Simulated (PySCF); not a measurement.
PySCF input for C4H9FSi, SMILES C/C=C(\F)[SiH2]C, PBE0/pcSseg-1. Coordinates come from a ωB97X-D3(BJ)/def2-SVP optimisation. The structure was generated by enumeration; whether it is a known compound was not checked. Other conformers were not sampled.

```python
import numpy as np
from pyscf import gto, scf, dft
from pyscf.prop.nmr import rks as nmr

mol = gto.M(
    atom='''
    C     2.87934471    0.41522212    0.02884556
    C     1.53552903    0.16801627   -0.59190552
    C     0.42525212   -0.15414206    0.07766954
    F     0.47753769   -0.27262038    1.43623355
    Si   -1.29457911   -0.46823091   -0.62472151
    C    -2.52429592    0.68406760    0.19930310
    H     3.23753819    1.43158935   -0.20438645
    H     2.83502236    0.30158334    1.12043599
    H     3.62858527   -0.29016576   -0.36717113
    H     1.44060666    0.25358491   -1.67989115
    H    -1.67285088   -1.88897931   -0.36554757
    H    -1.21593484   -0.24541119   -2.09829670
    H    -2.29177452    1.73471158   -0.03506811
    H    -3.55529210    0.47428282   -0.12613620
    H    -2.47461169    0.55863686    1.29258428
    ''',
    basis='pcSseg-1',
    charge=0,
    spin=0,
    max_memory=1600,
    verbose=3,
)
mf = dft.RKS(mol, xc='pbe0')
mf.grids.level = 3
mf.conv_tol = 1e-10
mf.max_cycle = 100
mf.kernel()
n = nmr.NMR(mf)
n.verbose = 2
n.max_cycle_cphf = 60
sigma = n.kernel()
print('atom   isotropic/ppm   span/ppm')
for i, s in enumerate(sigma):
    w = np.linalg.eigvalsh((s + s.T) / 2)
    print(f'{mol.atom_symbol(i):2s}{i + 1:3d} {w.mean():14.3f} {w[2] - w[0]:11.3f}')
```

Program output:

```
converged SCF energy = -546.711818821273
atom   isotropic/ppm   span/ppm
C   1        172.340      29.732
C   2         56.087     213.574
C   3         12.383     153.862
F   4        290.832     283.096
Si  5        397.647      61.262
C   6        191.710      11.289
H   7         29.856      11.043
H   8         28.701       8.381
H   9         29.850      11.222
H  10         25.858       6.174
H  11         26.855       7.985
H  12         27.165       7.530
H  13         30.974      10.964
H  14         31.076      12.264
H  15         30.619      11.192
```

The run converged.
